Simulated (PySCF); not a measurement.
Computed properties of Si(Cl)(Me)2(SH) (C₂H₇ClSSi), SMILES C[Si](C)(Cl)S

Si(Cl)(Me)2(SH) (C₂H₇ClSSi), SMILES C[Si](C)(S)Cl. Geometry: B3LYP-D3(BJ)/def2-SVP. The values are those of a single conformer. All values are computed for the isolated molecule unless a solvent is named; none is compared with measurement here.

**Structure.** The optimised structure has Cs symmetry. All 30 harmonic modes at B3LYP-D3(BJ)/def2-SVP (PySCF) are real, so it is a minimum. With heavy atoms numbered as in [CH3:1][Si:2]([CH3:3])([SH:4])[Cl:5], the shortest bond between them is C1–Si2 at 1.870 Å and the longest Si2–S4 at 2.163 Å.

**Vibrations.** The strongest infrared lines (harmonic, unscaled, degenerate partners summed) lie at 842 cm⁻¹ (117 km/mol, H 66 %, C 19 %, Si 14 %), 866 cm⁻¹ (89 km/mol, H 65 %, C 22 %, Si 13 %), 536 cm⁻¹ (87 km/mol, Si 50 %, Cl 27 %, S 12 %, H 9 %). The softest mode is at 113 cm⁻¹ and the zero-point energy is 53.3 kcal/mol.

**Electronic structure.** HF/def2-TZVP (PySCF) places the frontier levels at -10.29 and 3.09 eV, a gap of 13.38 eV, and gives a dipole moment of 3.05 D and a mean polarisability of 74.8 bohr³. PBE/def2-TZVP (PySCF) at the same geometry gives -6.17 and -0.62 eV, so its gap is 7.83 eV narrower. An orbital gap is neither the optical nor the fundamental gap.

**Excitations.** TDA-B3LYP/def2-SVPD (PySCF) has S1 at 5.84 eV (212 nm, f = 0.018, weak); the most intense of the 10 singlets computed lies at 7.35 eV (f = 0.07). T1 (TDA) is at 5.45 eV, 0.39 eV under S1. TDA-PBE/def2-SVPD (PySCF) puts S1 at 5.54 eV. No vertical singlet excitation falls in the visible range (under 3.1 eV).

**NMR.** GIAO shifts at HF/pcSseg-1 (PySCF) (non-relativistic, atoms alike by connectivity averaged): ¹³C at 9.8 ppm against TMS; ¹H from 0.6 to 0.8 ppm against TMS; ²⁹Si at 41.7 ppm against TMS. Without spin–orbit terms, shifts of atoms bonded to Cl or Br come out too high.

**Solvation.** SMD-M06-2X/def2-SVP (PySCF) gives -1.3 kcal/mol in water, -5.9 kcal/mol in methanol, -6.1 kcal/mol in dichloromethane (1 M in both phases, gas-phase geometry).
